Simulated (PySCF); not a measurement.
Species: C6H11Si (doublet state).
Cartesian coordinates in Å at the GFN2-xTB level; atoms count from 1:
```
atom  x, y, z in Å
C1    -2.747    0.537    0.479
C2    -2.358   -0.449   -0.313
C3    -1.371   -1.485    0.067
Si4    0.373   -0.958   -0.586
C5     0.740    0.895   -0.661
C6     1.445    0.165    0.511
C7     2.951    0.144    0.473
H8    -2.385    0.625    1.491
H9    -3.445    1.289    0.154
H10   -2.729   -0.508   -1.328
H11   -1.307   -1.582    1.151
H12   -1.642   -2.452   -0.351
H13   -0.023    1.612   -0.378
H14    1.411    1.309   -1.400
H15    1.068    0.439    1.493
H16    3.355    1.130    0.711
H17    3.304   -0.140   -0.516
H18    3.350   -0.566    1.196
```

The hyperfine couplings belong to this conformer and change with its torsions.

As a line formula: `C=CC[Si]1C[C@@H]1C` [radical].

Computed with PySCF 2.14.0, UKS B3LYP, pcH-1 on C H Si, non-relativistic, mean-field spin-orbit, GIAO. The structure is a single GFN2-xTB conformer in the gas phase; no vibrational or solvent corrections. The geometry wasn't refined by DFT: couplings that depend on bond lengths, twists or pyramidal angles can differ widely from those at the functional's own minimum, by a factor of two or more for some ions and for spin on atoms past the first row. The SCF solution wasn't tested for stability.

Q: Predict the first-order ENDOR lines of C3, C5, C6, C7, C1, H11, H14, H8, H9 and Si4 under fast tumbling at B = 3346.0 mT (W band).

A: ν± = |νn ± a/2|, one line for each electron-spin manifold; νn = |g_N| × 7.62259 MHz/T × B.

```json
{"nuclei": "C3", "isotope": "13C", "g_N": "1.4048", "νn (MHz)": "35.83", "a_iso (MHz)": "54.19", "lower line (MHz)": "8.74", "upper line (MHz)": "62.92"}
{"nuclei": "C5", "isotope": "13C", "g_N": "1.4048", "νn (MHz)": "35.83", "a_iso (MHz)": "12.32", "lower line (MHz)": "29.67", "upper line (MHz)": "41.99"}
{"nuclei": "C6", "isotope": "13C", "g_N": "1.4048", "νn (MHz)": "35.83", "a_iso (MHz)": "12.05", "lower line (MHz)": "29.81", "upper line (MHz)": "41.85"}
{"nuclei": "C7", "isotope": "13C", "g_N": "1.4048", "νn (MHz)": "35.83", "a_iso (MHz)": "8.08", "lower line (MHz)": "31.79", "upper line (MHz)": "39.87"}
{"nuclei": "C1", "isotope": "13C", "g_N": "1.4048", "νn (MHz)": "35.83", "a_iso (MHz)": "5.99", "lower line (MHz)": "32.84", "upper line (MHz)": "38.82"}
{"nuclei": "H11", "isotope": "1H", "g_N": "5.5857", "νn (MHz)": "142.46", "a_iso (MHz)": "15.54", "lower line (MHz)": "134.69", "upper line (MHz)": "150.24"}
{"nuclei": "H14", "isotope": "1H", "g_N": "5.5857", "νn (MHz)": "142.46", "a_iso (MHz)": "10.21", "lower line (MHz)": "137.36", "upper line (MHz)": "147.57"}
{"nuclei": "H8", "isotope": "1H", "g_N": "5.5857", "νn (MHz)": "142.46", "a_iso (MHz)": "-3.02", "lower line (MHz)": "140.95", "upper line (MHz)": "143.97"}
{"nuclei": "H9", "isotope": "1H", "g_N": "5.5857", "νn (MHz)": "142.46", "a_iso (MHz)": "-2.34", "lower line (MHz)": "141.30", "upper line (MHz)": "143.63"}
{"nuclei": "Si4", "isotope": "29Si", "g_N": "-1.1106", "νn (MHz)": "28.33", "a_iso (MHz)": "-578.45", "lower line (MHz)": "260.90", "upper line (MHz)": "317.55"}
```

The rows for 13C and 29Si, of low natural abundance, apply to labelled samples.

Q: Which pairs are centred on the nuclear Larmor frequency, and which on half the coupling?

A: Centred on νn, since |a| < 2νn: C3, C5, C6, C7, C1, H11, H14, H8 and H9. Centred on |a|/2 and split by 2νn: Si4.

Couplings of abundant isotopes left out: H16/H17/H18 (2.3 MHz), H13 (2.1 MHz), H15 (1.8 MHz) and H10 (1.0 MHz).

The Mulliken spin populations are largest on Si4 (+0.79), C3 (+0.07) and C1 (+0.07). No atom but Si4 exceeds +0.15. The angles at Si4 add up to 283.7°, so it is pyramidal.

Hardware: an Intel Xeon at 2.50 GHz with one thread, no GPU, on a shared host. Cost: 3.5 min (with the writing of density and orbital grids), 0.97 GiB resident at most.
